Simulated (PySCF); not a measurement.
In(Br)(OH)(OMe) (CH4BrInO2), SMILES C[O][In]([Br])[OH]. Atoms are numbered in the order given.

```xyz
9

In     0.2319     0.3924     0.0000
Br    -0.3504    -2.0036     0.0000
O      2.1338     0.9741     0.0000
H      2.7314     0.2162     0.0000
O     -1.2404     1.7196     0.0000
C     -1.0113     3.1015     0.0000
H     -0.4594     3.4546    -0.8919
H     -1.9904     3.6115     0.0000
H     -0.4594     3.4546     0.8919
```

The structure is a stationary point at PBE0-D3(BJ)/def2-SVP. The structure was generated by enumeration; whether it is a known compound was not checked. The def2 effective core potentials stand for the cores of In; spin–orbit coupling is left out. Other conformers were not sampled.

All values below come from PySCF with HF/def2-TZVP.

The molecule is in vacuum.

The total energy comes out as -2951.70379 hartree and the point group is Cs. The highest occupied level is -11.53 eV, the lowest empty level is 0.95 eV and the orbital gap comes out as 12.48 eV. The dipole moment comes out as 0.232 e·Å and the quadrupole, principal values (traceless, Buckingham form, about the centre of nuclear charge) comes out as -10.02, 2.35, 7.67 D·Å. The mean static polarisability is 65.6 bohr³ (9.72 Å³) and the polarisability, principal values is 49.2, 63.3, 84.3 bohr³.
